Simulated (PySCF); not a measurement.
Sb(F)2(OH) (F2HOSb), SMILES [OH][Sb]([F])[F].

Geometry: B3LYP-D3(BJ)/def2-SVP. The def2 effective core potentials stand for the cores of Sb; spin–orbit coupling is left out. One conformer was computed; it need not be the lowest.

The numbers are results of B3LYP-D3(BJ)/def2-SVP run with PySCF, not measurements.

Frequencies are harmonic and unscaled.

| mode | ν (cm⁻¹) | IR (km/mol) | Raman (Å⁴/amu) | depolarisation | moving atoms (share of kinetic energy) |
|---|---|---|---|---|---|
| 1 | 136 | 18.4 | 3.2 | 0.75 | H 40 %, F 35 %, O 21 % |
| 2 | 202 | 13.0 | 1.0 | 0.73 | F 79 %, O 13 % |
| 3 | 226 | 32.1 | 1.6 | 0.68 | F 53 %, O 22 %, Sb 18 % |
| 4 | 297 | 127.0 | 1.4 | 0.75 | H 56 %, O 32 %, F 10 % |
| 5 | 626 | 79.4 | 5.4 | 0.75 | F 86 %, Sb 14 % |
| 6 | 630 | 94.9 | 6.4 | 0.74 | F 51 %, O 34 %, Sb 15 % |
| 7 | 644 | 60.0 | 13.1 | 0.04 | O 53 %, F 36 %, Sb 11 % |
| 8 | 840 | 39.2 | 1.7 | 0.74 | H 90 % |
| 9 | 3786 | 92.3 | 111.9 | 0.28 | H 94 % |
